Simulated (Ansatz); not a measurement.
Ansatz (an electronic-structure program) input for Pb(Cl)2 cation (Cl₂Pb), SMILES [Cl][Pb][Cl] (connectivity only; charge and spin as stated), charge +1, multiplicity 2, r2SCAN-D4/def2-TZVP. 

Ansatz 0.2 input:
```yaml
crystal:
  periodic: [false, false, false]
  atoms:
    - {symbol: Pb, position_ang: [0.00000000, 0.00000000, 0.63498997]}
    - {symbol: Cl, position_ang: [0.00000000, -1.36466125, -1.53144640]}
    - {symbol: Cl, position_ang: [-0.00000000, 1.36466125, -1.53144640]}
basis:
  gaussian:
    orbitals: def2-TZVP
hamiltonian:
  xc: r2scan
  dispersion: d4
total_charge: 1
magnetization: {spin_polarized: true, initial_magnetization: 1}
relax: {f_tol: 0.002, max_steps: 200}
```

It prints:

```
WARN ansatz: RAYON_NUM_THREADS=1 ignored (pool sized by the plan → 1); use --threads N
Functional definition: r2SCAN
integrals: 0.05 GiB planned
894 factors; their error is unknown
mean field: 0.48 GiB planned
mean field evaluation 1: about -30276.2362 eV, gradient 4.1e1 eV
mean field evaluation 2: about -30155.1303 eV, gradient 1.3e2 eV
mean field evaluation 4: about -30288.0277 eV, gradient 1.1e1 eV
mean field evaluation 8: about -30288.8108 eV, gradient 8.6e-2 eV
mean field evaluation 16: about -30288.8049 eV, gradient 1.9e-4 eV
mean field evaluation 32: about -30286.8273 eV, gradient 8.3e-1 eV
mean field -30288.80491914 eV, -1113.0930502889 hartree, gradient 4.0e-5 eV, S^2 0.756067; 2 other end points of the search recorded, 0 dependent functions left out
the calculation of the forces begins
reference -30288.80492907 eV, -1113.0930506540 hartree; 28, 27 occupied and 96, 97 virtual orbitals, 894 factors
relax step   1: F+E_penalty+E_count = -30288.82355324 eV  Δ(F+E_penalty+E_count) = +0.000e0 eV  max|allowed force component| = 2.603e-1 eV/Å  Δτ_max = 0.0000 Å  (99 SCF iters, accepted)
these checks for a lower state are left out or cut short: starts, cluster_reference, orbital_swaps, neighbouring_geometries, increment
integrals: 0.05 GiB planned
894 factors; their error is unknown
mean field: 0.48 GiB planned
mean field -30288.80723638 eV, -1113.0931354461 hartree, gradient 1.7e-5 eV, S^2 0.755922; 0 other end points of the search recorded, 0 dependent functions left out
the calculation of the forces begins
reference -30288.80724617 eV, -1113.0931358059 hartree; 28, 27 occupied and 96, 97 virtual orbitals, 894 factors
relax step   2: F+E_penalty+E_count = -30288.82587707 eV  Δ(F+E_penalty+E_count) = -2.324e-3 eV  max|allowed force component| = 2.058e-1 eV/Å  Δτ_max = 0.0185 Å  (39 SCF iters, accepted)
these checks for a lower state are left out or cut short: starts, cluster_reference, orbital_swaps, neighbouring_geometries, increment
integrals: 0.05 GiB planned
894 factors; their error is unknown
mean field: 0.48 GiB planned
mean field -30288.80882513 eV, -1113.0931938315 hartree, gradient 1.6e-5 eV, S^2 0.755967; 0 other end points of the search recorded, 0 dependent functions left out
the calculation of the forces begins
reference -30288.80883498 eV, -1113.0931941936 hartree; 28, 27 occupied and 96, 97 virtual orbitals, 894 factors
relax step   3: F+E_penalty+E_count = -30288.82746402 eV  Δ(F+E_penalty+E_count) = -1.587e-3 eV  max|allowed force component| = 2.338e-3 eV/Å  Δτ_max = 0.0097 Å  (40 SCF iters, accepted)
these checks for a lower state are left out or cut short: starts, cluster_reference, orbital_swaps, neighbouring_geometries, increment
integrals: 0.05 GiB planned
894 factors; their error is unknown
mean field: 0.48 GiB planned
mean field -30288.80882535 eV, -1113.0931938397 hartree, gradient 2.8e-5 eV, S^2 0.755967; 0 other end points of the search recorded, 0 dependent functions left out
the calculation of the forces begins
reference -30288.80883521 eV, -1113.0931942018 hartree; 28, 27 occupied and 96, 97 virtual orbitals, 894 factors
relax step   4: F+E_penalty+E_count = -30288.82746425 eV  Δ(F+E_penalty+E_count) = -2.235e-7 eV  max|allowed force component| = 4.043e-5 eV/Å  Δτ_max = 0.0001 Å  (26 SCF iters, accepted)
integrals: 0.05 GiB planned
894 factors; their error is unknown
mean field: 0.48 GiB planned
mean field evaluation 64: about -30288.1941 eV, gradient 1.3e1 eV
mean field evaluation 96: about -30287.6750 eV, gradient 3.1e0 eV
mean field -30288.80882535 eV, -1113.0931938397 hartree, gradient 2.8e-5 eV, S^2 0.755967; 3 other end points of the search recorded, 0 dependent functions left out
the calculation of the forces begins
reference -30288.80883521 eV, -1113.0931942018 hartree; 28, 27 occupied and 96, 97 virtual orbitals, 894 factors
Total energy: -30288.82747410 eV, -1113.0938791685 hartree
Atom 0 at    -0.000000    -0.000000     0.626585 Å, force     0.000000    -0.000000     0.000013 eV/Å
Atom 1 at     0.000000    -1.350353    -1.527244 Å, force    -0.000000     0.000040    -0.000007 eV/Å
Atom 2 at     0.000000     1.350353    -1.527244 Å, force    -0.000000    -0.000040    -0.000007 eV/Å
Dipole moment:    -0.000000     0.000000     0.576916 e Å
```

The calculation finished and met its thresholds.
